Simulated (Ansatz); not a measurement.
A structure relaxed at PBE-D4/def2-SVPD in Ansatz, charge -1, doublet:

```xyz
8

Al   -1.4975    0.9740    0.1930
Al    0.3653   -0.7334   -0.7734
Al    0.4695    0.4814    1.5710
Al    2.5196   -1.1968    0.7333
H     0.8703   -2.0995    0.2306
H    -2.7394    1.8949   -0.3246
H     0.1279   -1.3253   -2.2687
H    -0.1157    2.0046    0.6388
```

Q: Give its formula.

A: the cluster Al4H4⁻.

Q: Summarise the bond lengths by kind (pairs closer than 1.2 times the sum of covalent radii, bridged metal pairs left out).

A: 5 × Al–Al 2.45 to 2.78 Å; 4 × Al–H 1.63 to 1.78 Å.

The highest occupied level of the charge -1 doublet lies above zero (up to 0.11 eV). The electron is either unbound and held by the finite basis, or the level is raised by self-interaction error. Another isomer (doublet) lies 0.05 eV lower at PBE0-D4/def2-TZVPD; other spin states weren't run for this one.
